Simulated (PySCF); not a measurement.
What does the PBE0-D3(BJ)/def2-SVP structure of `B(BF)C(=C)CF` look like in three dimensions?

```xyz
13
C3H6B2F2 angstrom
C     -1.2033    1.5307    0.7856
C     -0.4782    0.4300    0.5098
B      1.0412    0.3826    0.8401
B      1.9786   -0.8810    0.2105
F      2.7324   -0.7512   -0.8790
C     -1.0865   -0.7398   -0.2113
F     -0.1104   -1.4166   -0.9202
H     -2.2451    1.6536    0.4613
H     -0.7646    2.3595    1.3480
H      1.4744    1.2570    1.5593
H      2.0620   -1.9529    0.7904
H     -1.8748   -0.4380   -0.9207
H     -1.5234   -1.4537    0.5091
```

Any rigid rotation of these coordinates is as good. Atoms count from 1 in this order. Of the pairs four or more bonds apart, F5···F7 is among the closest relative to their van der Waals radii: 2.92 Å, 99 % of the sum of Bondi's values. B4 (three-coordinate boron) is planar (angles 123.0°, 121.0° and 115.8°, sum 359.9°, 0.03 Å off the plane of its three neighbours). The C–C distances run from 1.347 Å (C1=C2, drawn double) to 1.503 Å (C2–C6, drawn single), a spread of 0.156 Å. B3 (three-coordinate boron) is planar (angles 124.1°, 119.0° and 116.9°, sum 360.0°, 0.01 Å off the plane of its three neighbours).

Bonds between heavy atoms (Å): C1=C2 1.347, C2–B3 1.556, B3–B4 1.695, B4–F5 1.331, C2–C6 1.503, C6–F7 1.383.

Method: PBE0-D3(BJ)/def2-SVP geometry optimisation, gas phase in PySCF 2.14.0.

Point group: C1 (no symmetry element, even within 0.4 Å). No frequency check. The numbers are those of one conformer (C1–C2–B3–B4 -168°, C2–B3–B4–F5 99°, C1–C2–C6–F7 152°).
